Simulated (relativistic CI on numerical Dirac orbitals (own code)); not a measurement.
**Level scheme of Pr XLVIII**

Calculated at this level of theory: Dirac-Coulomb-Breit CI, KLI orbitals optimised for each configuration, a model potential for QED, unscaled Slater integrals (own radial code, finite nucleus).

Configuration list (outside the closed core [Ne]): 3s², 3s3p, 3p², 3s3d, 3d², 3p3d, 3p4s, 3d4s, 3s4s, 3s4p, 3s4d, 3s4f, 3s5s, 3s5p, 3s5d, 3s5f, 4s², 3s5g, 3s6s, 3s6p, 3s6d. Levels of other configurations are missing.

| No. | Configuration | Term | J | E (10³ cm⁻¹) | % | Landé g | Lifetime (s) |
| --- | --- | --- | --- | --- | --- | --- | --- |
| 1 | 3s² | ¹S | 0 | 0.0 | 99 |  |  |
| 2 | 3s3p | ³P° | 0 | 793.5 | 100 |  |  |
| 3 | 3s3p | ³P° | 1 | 879.8 | 78 | 1.381 | 1.14e-10 |
| 4 | 3s3p | ³P° | 2 | 1821.6 | 100 | 1.492 | 1.14e-07 |
| 5 | 3p² | ³P | 0 | 1912.0 | 72 |  | 1.20e-11 |
| 6 | 3s3p | ¹P° | 1 | 2058.5 | 77 | 1.101 | 2.09e-12 |
| 7 | 3p² | ¹D | 2 | 2848.5 | 58 | 1.136 | 7.57e-12 |
| 8 | 3p² | ³P | 1 | 2857.0 | 100 | 1.493 | 2.74e-12 |
| 9 | 3s3d | ³D | 1 | 3128.5 | 100 | 0.492 | 2.90e-12 |
| 10 | 3s3d | ³D | 2 | 3180.7 | 83 | 1.149 | 2.22e-12 |
| 11 | 3s3d | ³D | 3 | 3359.8 | 100 | 1.326 | 8.86e-12 |
| 12 | 3s3d | ¹D | 2 | 3463.6 | 70 | 1.088 | 5.02e-12 |
| 13 | 3p² | ³P | 2 | 3958.6 | 53 | 1.261 | 1.48e-12 |
| 14 | 3p3d | ³F° | 2 | 3986.8 | 76 | 0.750 | 2.93e-11 |
| 15 | 3p² | ¹S | 0 | 4055.1 | 71 |  | 1.59e-12 |
| 16 | 3p3d | ³D° | 1 | 4194.8 | 56 | 0.800 | 2.04e-12 |
| 17 | 3p3d | ³P° | 2 | 4329.7 | 46 | 1.265 | 6.99e-12 |
| 18 | 3p3d | ³F° | 3 | 4336.3 | 60 | 1.109 | 1.18e-11 |
| 19 | 3p3d | ³D° | 2 | 5088.9 | 48 | 1.016 | 1.62e-12 |
| 20 | 3p3d | ³P° | 0 | 5154.6 | 100 |  | 1.49e-12 |
| 21 | 3p3d | ³F° | 3 | 5155.4 | 40 | 1.136 | 1.72e-12 |
| 22 | 3p3d | ³P° | 1 | 5158.8 | 65 | 1.152 | 1.50e-12 |
| 23 | 3p3d | ³F° | 4 | 5248.5 | 100 | 1.243 | 3.89e-12 |
| 24 | 3p3d | ³P° | 2 | 5330.5 | 51 | 1.271 | 2.39e-12 |
| 25 | 3p3d | ¹F° | 3 | 5461.6 | 54 | 1.147 | 2.18e-12 |
| 26 | 3p3d | ¹P° | 1 | 5536.8 | 71 | 1.025 | 2.01e-12 |
| 27 | 3d² | ³F | 2 | 6332.1 | 80 | 0.735 | 1.56e-12 |
| 28 | 3d² | ³P | 0 | 6486.8 | 80 |  | 1.36e-12 |
| 29 | 3d² | ³F | 3 | 6538.6 | 100 | 1.076 | 2.41e-12 |
| 30 | 3d² | ³P | 2 | 6618.8 | 49 | 1.184 | 2.08e-12 |
| 31 | 3d² | ¹G | 4 | 6623.1 | 53 | 1.110 | 2.91e-12 |
| 32 | 3d² | ³P | 1 | 6646.1 | 100 | 1.494 | 2.01e-12 |
| 33 | 3d² | ³F | 4 | 6810.3 | 53 | 1.125 | 5.24e-12 |
| 34 | 3d² | ³P | 2 | 6866.1 | 49 | 1.225 | 4.15e-12 |
| 35 | 3d² | ¹S | 0 | 7061.8 | 79 |  | 2.85e-12 |
| 36 | 3s4s | ³S | 1 | 14884.2 | 100 | 1.994 | 4.80e-14 |
| 37 | 3s4s | ¹S | 0 | 14975.3 | 100 |  | 5.10e-14 |
| 38 | 3s4p | ³P° | 0 | 15301.5 | 99 |  | 2.05e-13 |
| 39 | 3s4p | ³P° | 1 | 15309.7 | 68 | 1.334 | 5.89e-14 |
| 40 | 3s4p | ¹P° | 1 | 15690.3 | 51 | 1.189 | 4.49e-14 |
| 41 | 3s4p | ³P° | 2 | 15718.2 | 100 | 1.495 | 2.66e-13 |
| 42 | 3p4s | ³P° | 0 | 15838.3 | 99 |  | 6.98e-14 |
| 43 | 3p4s | ³P° | 1 | 15893.7 | 56 | 1.304 | 5.43e-14 |
| 44 | 3s4d | ³D | 1 | 16187.3 | 100 | 0.496 | 2.56e-14 |
| 45 | 3s4d | ³D | 2 | 16193.8 | 69 | 1.109 | 2.58e-14 |
| 46 | 3s4d | ³D | 3 | 16286.5 | 100 | 1.329 | 2.50e-14 |
| 47 | 3s4d | ¹D | 2 | 16299.8 | 69 | 1.049 | 2.55e-14 |
| 48 | 3s4f | ³F° | 2 | 16562.9 | 100 | 0.663 | 1.20e-14 |
| 49 | 3s4f | ³F° | 3 | 16574.3 | 92 | 1.072 | 1.21e-14 |
| 50 | 3s4f | ³F° | 4 | 16604.1 | 100 | 1.246 | 1.22e-14 |
| 51 | 3s4f | ¹F° | 3 | 16654.4 | 92 | 1.003 | 1.22e-14 |
| 52 | 3p4s | ³P° | 2 | 16877.9 | 100 | 1.493 | 7.59e-14 |
| 53 | 3p4s | ¹P° | 1 | 16912.4 | 68 | 1.146 | 4.47e-14 |
| 54 | 3d4s | ³D | 1 | 18041.2 | 100 | 0.490 | 5.03e-14 |
| 55 | 3d4s | ³D | 2 | 18049.6 | 65 | 1.100 | 5.10e-14 |
| 56 | 3d4s | ³D | 3 | 18276.5 | 100 | 1.327 | 5.06e-14 |
| 57 | 3d4s | ¹D | 2 | 18291.6 | 65 | 1.051 | 5.23e-14 |
| 58 | 3s5s | ³S | 1 | 21493.3 | 100 | 1.995 | 6.02e-14 |
| 59 | 3s5s | ¹S | 0 | 21525.4 | 100 |  | 6.43e-14 |
| 60 | 3s5p | ³P° | 0 | 21700.3 | 100 |  | 1.18e-13 |
| 61 | 3s5p | ³P° | 1 | 21704.0 | 69 | 1.339 | 6.63e-14 |
| 62 | 3s5p | ³P° | 2 | 21907.9 | 100 | 1.496 | 1.57e-13 |
| 63 | 3s5p | ¹P° | 1 | 21916.6 | 69 | 1.154 | 5.45e-14 |
| 64 | 3s5d | ³D | 1 | 22135.7 | 100 | 0.498 | 3.47e-14 |
| 65 | 3s5d | ³D | 2 | 22139.2 | 69 | 1.111 | 3.48e-14 |
| 66 | 3s5d | ³D | 3 | 22186.6 | 100 | 1.330 | 3.45e-14 |
| 67 | 3s5d | ¹D | 2 | 22193.8 | 69 | 1.050 | 3.47e-14 |
| 68 | 3s5f | ³F° | 2 | 22323.2 | 100 | 0.665 | 2.30e-14 |
| 69 | 3s5f | ³F° | 3 | 22327.8 | 86 | 1.068 | 2.30e-14 |
| 70 | 3s5f | ³F° | 4 | 22344.5 | 100 | 1.247 | 2.34e-14 |

Energies count from the lowest computed level; ° marks odd parity; lifetimes are radiative, by E1, M1, E2, M2 decay to levels of this space only; some are left blank where a channel outside the calculation adds to the decay or the decay crosses a small, uncertain gap.

The mean weight of the leading LS term, summed over parents, in these 70 levels is 80 %, and that of the leading jj configuration (from the same eigenvectors) 97 %, so jj coupling describes them better and the LS labels are nominal.

At this charge energies of transitions that change n are usually good to better than 1 %, and those within a shell (Δn = 0) to a few per cent.

LS names give the leading component of a level, which can be under half, so a name can repeat, a term be missing and a line seem to break the LS rules.
